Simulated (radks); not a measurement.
The technetium ion Tc+ inside a hard spherical wall (all orbitals vanish at R), configuration held at [Kr] 4d5 5s1 and not refilled when levels cross. Calculated with a radial shooting solver on a logarithmic mesh with Libxc functionals: scalar-relativistic Kohn-Sham, LDA (Slater exchange, Perdew-Wang correlation), spin-polarised, spherical densities, finite nucleus; open shells are filled with parallel spins first (spin-orbit coupling, left out, can overturn this in heavy ions); Fermi nuclear charge, rms radius 4.4112 fm. Eigenvalues in eV for spin up, with the zero of energy where the potential of the charges vanishes at infinity; a dash marks a level that is unbound or too diffuse for the functional's potential to be trusted. A positive occupied level is held by the wall or, in an anion where self-interaction has pushed it up, behind a barrier. The pressure on the wall is -dE/dV.

R (bohr) = free: E (hartree) -4281.06057; kinetic (hartree) 4419.150; e(4s) -81.943; e(4p) -54.055; e(4d) -15.398; e(5s) -12.431; e(5p, empty) -7.554; e(6s, empty) -3.176; pressure (GPa) 0
R (bohr) = 20: E (hartree) -4281.06057; kinetic (hartree) 4419.150; e(4s) -81.943; e(4p) -54.055; e(4d) -15.398; e(5s) -12.431; e(5p, empty) -7.554; e(6s, empty) -3.175; pressure (GPa) < 0.0001
R (bohr) = 12: E (hartree) -4281.06057; kinetic (hartree) 4419.150; e(4s) -81.943; e(4p) -54.055; e(4d) -15.398; e(5s) -12.431; e(5p, empty) -7.553; e(6s, empty) -2.965; pressure (GPa) < 0.0001
R (bohr) = 10: E (hartree) -4281.06055; kinetic (hartree) 4419.151; e(4s) -81.941; e(4p) -54.054; e(4d) -15.396; e(5s) -12.430; e(5p, empty) -7.544; e(6s, empty) -2.471; pressure (GPa) 0.000743
R (bohr) = 8: E (hartree) -4281.06006; kinetic (hartree) 4419.157; e(4s) -81.916; e(4p) -54.028; e(4d) -15.373; e(5s) -12.401; e(5p, empty) -7.438; e(6s, empty) -0.762; pressure (GPa) 0.0305
R (bohr) = 7: E (hartree) -4281.05804; kinetic (hartree) 4419.176; e(4s) -81.839; e(4p) -53.952; e(4d) -15.304; e(5s) -12.308; e(5p, empty) -7.192; e(6s, empty) 1.421; pressure (GPa) 0.190
R (bohr) = 5: E (hartree) -4281.00609; kinetic (hartree) 4419.512; e(4s) -80.775; e(4p) -52.919; e(4d) -14.348; e(5s) -10.705; e(5p, empty) -4.341; e(6s, empty) 15.511; pressure (GPa) 7.75
R (bohr) = 4: E (hartree) -4280.80552; kinetic (hartree) 4420.512; e(4s) -78.352; e(4p) -50.602; e(4d) -12.056; e(5s) -6.133; e(5p, empty) 2.275; e(6s, empty) 38.700; pressure (GPa) 59.1
R (bohr) = 2: E (hartree) -4270.22175; kinetic (hartree) 4460.348; e(4s) -39.944; e(4p) -10.477; e(4d) 37.088; e(5s) 119.21; e(5p, empty) 144.59; e(6s, empty) 366.50; pressure (GPa) 15200
